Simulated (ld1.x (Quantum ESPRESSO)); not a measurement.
## Before and after: TM potential for Hf (Z = 72)

- Element: Hf
- Generator: ld1.x (Quantum ESPRESSO) 7.5
- Type: norm-conserving Troullier–Martins (Kleinman–Bylander form)
- Functional: PBE
- Relativity: scalar-relativistic
- Frozen core: [Kr] 4d10 4f14 5s2
- Valence charge: 10
- Reference configuration: 5p6 5d2 6s2 6p0
- Partial waves: 6s (bound): rc 2.55 bohr; 5p (bound): rc 1.85 bohr; 5d (bound): rc 2.30 bohr
- Local potential: the d channel
- Core correction: none

Change: all radii scaled by about 0.76 (s 1.94, p 1.40, d 1.74 bohr).

Cutoffs: the cutoffs (Ry, on a coarse ladder) from which the occupation-weighted sum of valence levels, in a spherical-Bessel basis at the reference potential, stays within 10 and 1 mRy of its value at 400 Ry; they do not see the model core or the augmentation charge, which bear on the density cutoff. Errors are all-electron minus pseudo energies relative to the spin-unpolarised reference configuration.

Question: Predict the effect on cutoff, ghosts and configuration errors.

Answer: The potential gets harder (35 Ry and 45 Ry → 80 Ry and 110 Ry); both files keep a bound ghost (p, s); of the 7 tests that both files solve, the error grows in 5 and shrinks in 1 by more than 15 % and 0.3 meV (median size 13.7 → 66.5 meV). A smaller radius makes the pseudo-wave follow the all-electron one further in, where it bends more sharply, so more plane waves are needed.

| quantity | base | changed |
| --- | --- | --- |
| cutoff, loose | 35 Ry | 80 Ry |
| cutoff, tight | 45 Ry | 110 Ry |
| loose cutoff by channel (10 mRy a level) | s 6 Ry, p 18 Ry, d 18 Ry | s 18 Ry, p 45 Ry, d 21 Ry |
| bound ghosts | s, p | s, p |
| error for 5p6 5d2 6s1 6p0, meV [ΔE 7.98 eV] | -1.9 | +9.4 |
| error for 5p6 5d2 6s0 6p0, meV [ΔE 22.16 eV] | +14 | +66 |
| error for 5p6 5d1 6s0 6p0, meV [ΔE 43.95 eV] | +96 | +94 |
| error for 5p6 5d3 6s1 6p0, meV [ΔE 2.59 eV] | -13 | +7.5 |
| error for 5p6 5d2 6s1 6p1, meV [ΔE 3.83 eV] | +1635 | +2095 |
| error for 5p6 5d1 6s2 6p0, meV [ΔE 6.50 eV] | -3.6 | -26 |
| error for 5p5 5d2 6s2 6p0, meV [ΔE 41.02 eV] | -152 | -213 |

Base: These tests converged, but a pseudo level misses the all-electron one widely, so the file describes the atom poorly there or has found another state: 5p6 5d2 6s0 6p0: empty 6p by 3.6 eV; 5p6 5d1 6s0 6p0: empty 6p by 5.8 eV (a node warning on the way); 5p6 5d2 6s1 6p1: 5d by 1.2 eV; 5p6 5d1 6s2 6p0: empty 6p by 2.1 eV; 5p5 5d2 6s2 6p0: empty 6p by 2.1 eV. Changed file: These tests converged, but a pseudo level misses the all-electron one widely, so the file describes the atom poorly there or has found another state: 5p6 5d2 6s1 6p1: 5p by 2.9 eV; 5p6 5d1 6s2 6p0: empty 6p by 2.1 eV; 5p5 5d2 6s2 6p0: empty 6p by 2.1 eV. A true bound ghost makes a file unfit for plane-wave use even where its test errors are small: the radial tests pick states by their node count and pass the ghost by.
